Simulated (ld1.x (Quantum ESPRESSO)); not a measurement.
# Which change was made? (Al, ultrasoft)

| Property | Result |
| --- | --- |
| Element | Al |
| Generator | ld1.x (Quantum ESPRESSO) 7.5 |
| Type | ultrasoft |
| Functional | PW91 |
| Relativity | scalar-relativistic |
| Frozen core | [He] |
| Valence charge | 11 |
| Reference configuration | 2s2 2p6 3s2 3p0 (charge +1) |
| Partial waves | 2s (bound): rcut 0.85, rcutus 1.05 bohr; 3s (bound): rcut 0.85, rcutus 1.05 bohr; 2p (bound): rcut 0.95, rcutus 1.10 bohr; 3p (bound, empty): rcut 0.95, rcutus 1.10 bohr |
| Local potential | all-electron potential smoothed inside 1.00 bohr (lloc = -1) |
| Core correction | Bessel-smoothed model core inside 0.90 bohr |
| Augmentation charge | PSQ, inside the norm-conserving radii |

Cutoffs, loose and tight: the cutoffs (Ry, on a coarse ladder) from which the occupation-weighted sum of valence levels, in a spherical-Bessel basis at the reference potential, stays within 10 and 1 mRy of its value at 400 Ry. They do not see the model core or the augmentation charge, which bear on the density cutoff. Test errors are all-electron minus pseudo excitation energies from the reference, over the configurations 2s2 2p6 3s2 3p1; 2s2 2p6 3s1 3p0; 2s2 2p6 3s0 3p0; 2s2 2p6 3s1 3p2; 2s2 2p6 3s2 3p1.3; 2s2 2p6 3s2 3p0.5; 2s1 2p6 3s2 3p1; variants that change the core or the reference have their own tests.

The base gives: outcome: generated, overlap not positive; bound ghosts: not determined (overlap not positive); largest test error (meV): -635.

On the changes marked as counting shells twice: ld1.x takes every shell without a wave as core, so the model core holds the marked electrons as well and exchange and correlation see them twice. This cancels in the reference configuration, but the file is broken for other ones, and its errors say nothing about a proper core correction.

Task: After one change the result is: outcome: generated; cutoff, loose: 70 Ry; cutoff, tight: 110 Ry; bound ghosts: none; largest test error (meV): test run stopped at test 1 of 7 (negative rho). Which change was it?
A. all radii but the core radius scaled by about 1.12 (s 1.18, p 1.22 bohr, rcut 0.94/1.06); local potential all-electron potential smoothed inside 1.12 bohr (lloc = -1)
B. waves 2s (bound): rcut 0.85, rcutus 1.40 bohr; 3s (bound): rcut 0.85, rcutus 1.40 bohr
C. waves 2p (bound): rcut 0.84, rcutus 0.88 bohr; 3p (bound): rcut 0.84, rcutus 0.88 bohr
D. type RRKJ; waves now 2p (bound): rc 1.10 bohr; 2s (bound): rc 1.05 bohr; local potential the s channel; rho0 0.01 (3s counted twice)

Result: A. The others give: waves 2s (bound): rcut 0.85, rcutus 1.40 bohr; 3s (bound): rcut 0.85, rcutus 1.40 bohr → outcome: generated, overlap not positive; bound ghosts: not determined (overlap not positive); largest test error (meV): -1628 | type RRKJ; waves now 2p (bound): rc 1.10 bohr; 2s (bound): rc 1.05 bohr; local potential the s channel; rho0 0.01 (3s counted twice) → outcome: generated, misses its reference levels by 0.44 eV; cutoff, loose: 120 Ry; cutoff, tight: 180 Ry; bound ghosts: none; largest test error (meV): -2543 | waves 2p (bound): rcut 0.84, rcutus 0.88 bohr; 3p (bound): rcut 0.84, rcutus 0.88 bohr → outcome: failed: find_q: problem finding q. A file whose overlap is not positive is unfit for use, and its test errors describe a broken file.
